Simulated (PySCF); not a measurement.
Mo⁺ (molybdenum, charge +1): UHF calculation

Configuration: [Kr] 4d5, high-spin 6S determinant. Computed with PySCF 2.14 in x2c-SVPall (6s5p5d1f, 53 functions), with scalar relativity by spin-free X2C-1e.

* Total energy: -4045.594871 hartree
* One-electron energy: -5573.8851 hartree
* Hartree (Coulomb) energy: 1650.9002 hartree
* Exchange energy: -122.6100 hartree
* ⟨S²⟩: 8.7524
* ⟨L²⟩: 0.000
* Sum of ⟨r⟩: 27.65 bohr
* Sum of ⟨r²⟩: 37.81 bohr²
* Langevin diamagnetic susceptibility: -29.9 ×10⁻⁶ cm³/mol
* Time after the integrals: 0.17 s of wall time on 1 thread of Neoverse-V1 (shared host)

```tsv
shell	electrons	mean orbital energy (hartree)	rms radius, mean of both spins (bohr)
1s β	1	-739.13192	0.0404
1s α	1	-739.13105	0.0404
2s α	1	-107.37053	0.166
2s β	1	-107.33770	0.166
2p α	3	-95.84061	0.148
2p β	3	-95.80876	0.148
3s α	1	-19.66985	0.456
3s β	1	-19.65184	0.456
3p α	3	-15.77329	0.462
3p β	3	-15.75171	0.462
3d α	5	-9.43760	0.453
3d β	5	-9.38726	0.453
4s α	1	-3.26349	1.19
4s β	1	-3.03807	1.19
4p α	3	-2.16128	1.34
4p β	3	-1.85714	1.34
4d α	5	-0.60151	2.02
```

Densities and radii are taken from the X2C orbitals without a picture-change correction, which distorts them close to the nucleus.
